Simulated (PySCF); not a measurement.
**SMILES C[AsH]C[Se]C, C₃H₉AsSe**

Geometry (Å), atoms numbered from 1 in this order:
```xyz
14

C    -2.260   -0.411    0.399
As   -1.626    1.447    0.298
C     0.209    1.050   -0.336
Se    1.305    0.466    1.164
C     2.816   -0.172    0.125
H    -1.777   -0.892    1.261
H    -2.023   -0.982   -0.510
H    -3.347   -0.413    0.559
H    -2.161    1.715   -1.109
H     0.635    1.967   -0.770
H     0.188    0.260   -1.102
H     2.519   -1.012   -0.519
H     3.580   -0.515    0.836
H     3.234    0.642   -0.484
```

Method used: GIAO B3LYP/pcSseg-1 magnetisability, rotational g tensor and spin-rotation constants, non-relativistic, gas phase (PySCF). Geometry: PBE0-D3(BJ)/def2-SVP.

The calculation is non-relativistic, which matters for the atoms heavier than Zn.

Question: How diamagnetic is it, and how anisotropic?

Answer: Isotropic -1575 × 10⁻³⁰ J/T², or -94.9 × 10⁻⁶ cm³/mol; principal values -1626, -1565, -1535 × 10⁻³⁰ J/T², anisotropy 81 × 10⁻³⁰ J/T² (root of half the summed squared differences of the principal values). The susceptibility is in cgs units.

Question: Split it along the inertial axes a, b, c into diamagnetic and paramagnetic parts about the centre of mass, with the quadrupole moment.

Answer: 
| axis | χ (10⁻⁶ cm³/mol) | diamagnetic (10⁻⁶ cm³/mol) | paramagnetic (10⁻⁶ cm³/mol) | summed x² of all electrons (Å²) | quadrupole Θ (D Å) |
| --- | --- | --- | --- | --- | --- |
| a | -97.4 | -378.1 | 280.7 | 302.5 | +3.96 |
| b | -93.2 | -1449.7 | 1356.5 | 49.9 | -1.94 |
| c | -94.0 | -1495.3 | 1401.3 | 39.2 | -2.01 |

Anisotropies 2χaa − χbb − χcc = -7.7 and 2χbb − χaa − χcc = +5.1 × 10⁻⁶ cm³/mol. Θ is traceless in Buckingham's convention.

Question: And the rotational g tensor?

Answer: 
```
axis  rotational constant (GHz)        g  nuclear part  electronic part
   a                     4.9251  -0.0140        0.6353          -0.6494
   b                     0.8055  -0.0026        0.5107          -0.5133
   c                     0.7848  -0.0022        0.5144          -0.5167
```
Asymmetric top; isotopes 75As, 12C, 1H, 80Se; no vibrational averaging.
